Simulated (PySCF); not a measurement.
PySCF job for C2H7B, SMILES BCC, TDDFT-LC-ωPBE/def2-SVPD. Geometry: PBE0-D3(BJ)/def2-TZVP. A frequency run showed that this geometry is not a minimum.

```python
import numpy as np
from pyscf import gto, scf, dft, tdscf

mol = gto.M(
    atom='''
    B    -0.75517258    0.99535863    0.74126212
    H    -0.90855125    1.36860127    1.87046259
    H    -1.37098907    1.54624421   -0.12905730
    C     0.22420147   -0.17027124    0.44696280
    C     0.38662676   -0.62693881   -0.99596184
    H    -0.07530221   -1.00782976    1.09696932
    H     1.19400120    0.12360579    0.88047149
    H     0.73532547    0.19193927   -1.62981964
    H    -0.56556666   -0.96862801   -1.40889810
    H     1.10197597   -1.44746561   -1.09244467
    ''',
    basis='def2-SVPD',
    charge=0,
    spin=0,
    max_memory=1600,
    verbose=4,
)
mf = dft.RKS(mol, xc='lc_wpbe').density_fit(auxbasis='def2-universal-jkfit')
mf.grids.level = 3
mf.conv_tol = 1e-9
mf.max_cycle = 100
mf.kernel()
mf.grids = dft.Grids(mol).set(level=1).build(with_non0tab=True)  # coarser grid for the response kernel
td = tdscf.TDDFT(mf)
td.singlet = True
td.nstates = 10
td.conv_tol = 1e-4
td.kernel(x0=td.get_init_guess(mf, 15))
td.analyze()
tt = tdscf.TDA(mf)
tt.singlet = False
tt.nstates = 4
tt.conv_tol = 1e-4
tt.kernel(x0=tt.get_init_guess(mf, 9))
tt.analyze(verbose=3)
```

Program output:

```
PySCF version 2.14.0

[INPUT] verbose = 4
[INPUT] num. atoms = 10
[INPUT] num. electrons = 24
[INPUT] charge = 0
[INPUT] spin (= nelec alpha-beta = 2S) = 0
[INPUT] symmetry False subgroup None
[INPUT] Mole.unit = angstrom
[INPUT] Symbol           X                Y                Z      unit          X                Y                Z       unit  Magmom
[INPUT]  1 B     -0.755172580000   0.995358630000   0.741262120000 AA   -1.427069352981   1.880955206422   1.400782393314 Bohr   0.0
[INPUT]  2 H     -0.908551250000   1.368601270000   1.870462590000 AA   -1.716913032631   2.586281574032   3.534662021345 Bohr   0.0
[INPUT]  3 H     -1.370989070000   1.546244210000  -0.129057300000 AA   -2.590793862072   2.921978078594  -0.243882951376 Bohr   0.0
[INPUT]  4 C      0.224201470000  -0.170271240000   0.446962800000 AA    0.423679375025  -0.321766010490   0.844637279869 Bohr   0.0
[INPUT]  5 C      0.386626760000  -0.626938810000  -0.995961840000 AA    0.730618688828  -1.184742647761  -1.882095108118 Bohr   0.0
[INPUT]  6 H     -0.075302210000  -1.007829760000   1.096969320000 AA   -0.142300553474  -1.904522226586   2.072971581850 Bohr   0.0
[INPUT]  7 H      1.194001200000   0.123605790000   0.880471490000 AA    2.256335260402   0.233581090511   1.663849976588 Bohr   0.0
[INPUT]  8 H      0.735325470000   0.191939270000  -1.629819640000 AA    1.389563750717   0.362712652849  -3.079912752037 Bohr   0.0
[INPUT]  9 H     -0.565566660000  -0.968628010000  -1.408898100000 AA   -1.068766092585  -1.830441655482  -2.662431546420 Bohr   0.0
[INPUT] 10 H      1.101975970000  -1.447465610000  -1.092444670000 AA    2.082432779152  -2.735313577627  -2.064421232541 Bohr   0.0

nuclear repulsion = 68.8308816718478
number of shells = 52
number of NR pGTOs = 160
number of NR cGTOs = 116
basis = def2-SVPD
ecp = {}


[settings echo left out]
init E= -105.189977793876
  HOMO = -0.351042140687826  LUMO = -0.0548691670167791  gap/eV = 8.05928
cycle= 1 E= -105.094883317365  delta_E= 0.0951  |g|= 0.193  |ddm|= 3.41
  HOMO = -0.418420659331762  LUMO = 0.0381871405393053  gap/eV = 12.42493
cycle= 2 E= -105.107046405435  delta_E= -0.0122  |g|= 0.0796  |ddm|= 0.427
  HOMO = -0.433209817282556  LUMO = 0.0403092259219306  gap/eV = 12.88511
cycle= 3 E= -105.108694908727  delta_E= -0.00165  |g|= 0.0311  |ddm|= 0.149
  HOMO = -0.427421896505781  LUMO = 0.0427631866953595  gap/eV = 12.79439
cycle= 4 E= -105.108991958989  delta_E= -0.000297  |g|= 0.00284  |ddm|= 0.0596
  HOMO = -0.4282859436938  LUMO = 0.0421255621960217  gap/eV = 12.80055
cycle= 5 E= -105.108996792673  delta_E= -4.83e-06  |g|= 0.000673  |ddm|= 0.0109
  HOMO = -0.428164684973692  LUMO = 0.0423191454615122  gap/eV = 12.80252
cycle= 6 E= -105.108997146537  delta_E= -3.54e-07  |g|= 0.000217  |ddm|= 0.00253
  HOMO = -0.428187848793875  LUMO = 0.0422985553376316  gap/eV = 12.80259
cycle= 7 E= -105.108997174875  delta_E= -2.83e-08  |g|= 8.51e-05  |ddm|= 0.000563
  HOMO = -0.428184061286681  LUMO = 0.0423008850432356  gap/eV = 12.80255
cycle= 8 E= -105.108997173517  delta_E= 1.36e-09  |g|= 1.63e-05  |ddm|= 0.000218
  HOMO = -0.428182155566152  LUMO = 0.0423034711467807  gap/eV = 12.80257
cycle= 9 E= -105.108997173713  delta_E= -1.96e-10  |g|= 4.07e-06  |ddm|= 5.08e-05
  HOMO = -0.428182949309076  LUMO = 0.0423024433671211  gap/eV = 12.80256
Extra cycle  E= -105.108997173722  delta_E= -9.21e-12  |g|= 1.56e-06  |ddm|= 1.26e-05
converged SCF energy = -105.108997173722
tot grids = 32848


******** <class 'pyscf.tdscf.rks.TDDFT'> for <class 'pyscf.df.df_jk.DFRKS'> ********
nstates = 10 singlet
deg_eia_thresh = 1.000e-03
wfnsym = None
conv_tol = 0.0001
eigh lindep = 1e-12
eigh level_shift = 0
eigh max_cycle = 100


Excitation energies (eV)
[ 5.92819928  6.03987571  8.38041683  8.96552122  9.17053176  9.36388122
  9.93477825 10.15285856 10.28212727 10.40476936]

** Singlet excitation energies and oscillator strengths **
Excited State   1:      5.92820 eV    209.14 nm  f=0.0000
       9 -> 13        0.17071
      11 -> 13        0.52614
      12 -> 13       -0.42821
Excited State   2:      6.03988 eV    205.28 nm  f=0.0015
       8 -> 13        0.15137
      11 -> 13       -0.43844
      12 -> 13       -0.51547
Excited State   3:      8.38042 eV    147.95 nm  f=0.0593
       7 -> 13        0.11945
      10 -> 13        0.68721
Excited State   4:      8.96552 eV    138.29 nm  f=0.0022
       8 -> 13        0.20741
       9 -> 13       -0.63774
      11 -> 13        0.11216
      12 -> 13       -0.13796
Excited State   5:      9.17053 eV    135.20 nm  f=0.0033
      12 -> 14       -0.60383
      12 -> 15        0.27539
      12 -> 16        0.15892
Excited State   6:      9.36388 eV    132.41 nm  f=0.0720
      11 -> 14        0.67188
Excited State   7:      9.93478 eV    124.80 nm  f=0.0001
      10 -> 14        0.54746
      10 -> 15       -0.39869
Excited State   8:     10.15286 eV    122.12 nm  f=0.0501
       9 -> 14        0.21121
      11 -> 15        0.21197
      11 -> 16        0.19505
      12 -> 14       -0.23913
      12 -> 15       -0.49931
      12 -> 16       -0.10943
Excited State   9:     10.28213 eV    120.58 nm  f=0.1170
       8 -> 14       -0.13059
      11 -> 15        0.40760
      11 -> 16        0.13514
      12 -> 15        0.27141
      12 -> 16       -0.41175
Excited State  10:     10.40477 eV    119.16 nm  f=0.0100
       6 -> 13       -0.15843
       8 -> 13       -0.62514
       9 -> 13       -0.17620
      12 -> 13       -0.13928

** Transition electric dipole moments (AU) **
state          X           Y           Z        Dip. S.      Osc.
  1         0.0056      0.0058      0.0010      0.0001      0.0000
  2         0.0727      0.0675     -0.0118      0.0100      0.0015
  3        -0.3435      0.4036      0.0901      0.2890      0.0593
  4        -0.0772     -0.0597      0.0172      0.0098      0.0022
  5         0.0470     -0.0739     -0.0837      0.0147      0.0033
  6         0.0118      0.0867      0.5533      0.3137      0.0720
  7        -0.0076     -0.0172      0.0114      0.0005      0.0001
  8         0.2916     -0.3156      0.1299      0.2015      0.0501
  9         0.3783     -0.3493      0.4463      0.4643      0.1170
 10        -0.1428     -0.1364      0.0134      0.0392      0.0100

** Transition velocity dipole moments (imaginary part, AU) **
state          X           Y           Z        Dip. S.      Osc.
  1         0.0016      0.0016      0.0002      0.0000      0.0000
  2         0.0160      0.0148     -0.0026      0.0005      0.0014
  3        -0.1047      0.1231      0.0280      0.0269      0.0582
  4        -0.0257     -0.0200      0.0058      0.0011      0.0022
  5         0.0179     -0.0270     -0.0267      0.0018      0.0035
  6         0.0049      0.0294      0.1925      0.0379      0.0735
  7        -0.0036     -0.0069      0.0043      0.0001      0.0001
  8         0.1082     -0.1166      0.0515      0.0280      0.0499
  9         0.1452     -0.1343      0.1701      0.0680      0.1201
 10        -0.0567     -0.0541      0.0054      0.0062      0.0108

** Transition magnetic dipole moments (imaginary part, AU) **
state          X           Y           Z
  1        -0.6639      0.8878      0.7275
  2         0.5159     -0.4071      1.0244
  3         0.4941      0.4477     -0.0955
  4         0.0090     -0.1061     -0.6132
  5         0.3076      0.2863     -0.0570
  6        -0.7747     -0.6958      0.1248
  7        -0.8192      0.8519     -0.2371
  8        -0.3753     -0.3514      0.0718
  9         0.3794      0.3471     -0.0877
 10        -0.6218      0.4531     -1.2314


******** <class 'pyscf.tdscf.rks.TDA'> for <class 'pyscf.df.df_jk.DFRKS'> ********
nstates = 4 triplet
deg_eia_thresh = 1.000e-03
wfnsym = None
conv_tol = 0.0001
eigh lindep = 1e-12
eigh level_shift = 0
eigh max_cycle = 100


Excitation energies (eV)
[5.11272129 5.34476758 7.69542821 8.51067807]

** Triplet excitation energies and oscillator strengths **
Excited State   1:      5.11272 eV    242.50 nm  f=0.0000
Excited State   2:      5.34477 eV    231.97 nm  f=0.0000
Excited State   3:      7.69543 eV    161.11 nm  f=0.0000
Excited State   4:      8.51068 eV    145.68 nm  f=0.0000
```

The run converged.

Cost: around 80 core-seconds (rough).
